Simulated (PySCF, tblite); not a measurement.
Isomers of C7H7O2P, one GFN2-xTB conformer each. Single-point energies are computed at PBE0/pcSseg-1 (PySCF, gas phase, no added dispersion term), electronic only.

Question: Rank them by PBE0/pcSseg-1 energy, lowest first (kJ/mol).
A. `[CH3:1][O:2][C:3](=[O:4])[c:5]1[cH:6][cH:7][cH:8][cH:9][p:10]1` with C1–O2–C3–O4 0°, O2–C3–C5–C6 180°
B. `[CH2:1]=[CH:2][c:3]1[p:4][cH:5][o:6][c:7]1[C:8]([CH3:9])=[O:10]` with C1–C2–C3–P4 1°, O6–C7–C8–C9 0°
C. `[CH2:1]=[CH:2][c:3]1[o:4][c:5]([CH:6]=[O:7])[c:8]([CH3:9])[p:10]1` with C1–C2–C3–O4 0°, O4–C5–C6–O7 180°
D. `[CH3:1][O:2][C:3](=[O:4])[c:5]1[cH:6][cH:7][cH:8][p:9][cH:10]1` with C1–O2–C3–O4 0°, O2–C3–C5–C6 180°

Answer: D (0.0), A (5.2), B (122.8), C (123.7).

As drawn, the lowest has a C(=O)–O unit, which the highest lacks; the highest has a C=C bond outside aromatic rings, which the lowest lacks. Neighbours under 10 kJ/mol apart (COC(=O)c1cccpc1 and COC(=O)c1ccccp1; C=Cc1pcoc1C(C)=O and C=Cc1oc(C=O)c(C)p1) can change places with a better method, another conformer or zero-point energy. GFN2-xTB itself gives, in the same order: 15.3, 0.0, 84.4, 93.3. GFN2-xTB puts COC(=O)c1ccccp1 lowest instead; measured from each level's own lowest isomer, the values differ by up to 38.4 kJ/mol (C=Cc1pcoc1C(C)=O: 84.4 against 122.8).

Q: Which frontier levels, dipoles and rotational constants go with these structures?

A: 
```csv
SMILES,"HOMO (eV, PBE0/pcSseg-1)",LUMO (eV),dipole (D),"A, B, C (MHz)"
COC(=O)c1cccpc1,-7.40,-1.92,0.51,"2684, 708.0, 562.2"
COC(=O)c1ccccp1,-7.38,-2.11,1.39,"2618, 815.1, 624.0"
C=Cc1pcoc1C(C)=O,-7.07,-2.09,2.39,"1683, 1059, 652.8"
C=Cc1oc(C=O)c(C)p1,-6.73,-2.40,2.63,"2050, 859.8, 608.0"
```

Q: What happens when harmonic zero-point energies from GFN2-xTB frequencies are added?

A: 
| SMILES | ZPE (kJ/mol) | electronic (kJ/mol) | with ZPE (kJ/mol) |
| --- | --- | --- | --- |
| COC(=O)c1cccpc1 | 321.1 | 0.0 | 0.0 |
| COC(=O)c1ccccp1 | 321.1 | 5.2 | 5.3 |
| C=Cc1pcoc1C(C)=O | 317.6 | 122.8 | 119.3 |
| C=Cc1oc(C=O)c(C)p1 | 316.5 | 123.7 | 119.1 |

The zero-point energies span 4.6 kJ/mol. The lowest isomer stays, but the order above it changes.

Q: As an exercise, what shares would exp(−E/RT) give at 298.15 K from these electronic energies alone (no entropy, no degeneracies)?

A: RT = 2.479 kJ/mol: COC(=O)c1cccpc1 89.2 %, COC(=O)c1ccccp1 10.8 %, C=Cc1pcoc1C(C)=O under 0.1 %, C=Cc1oc(C=O)c(C)p1 under 0.1 %.
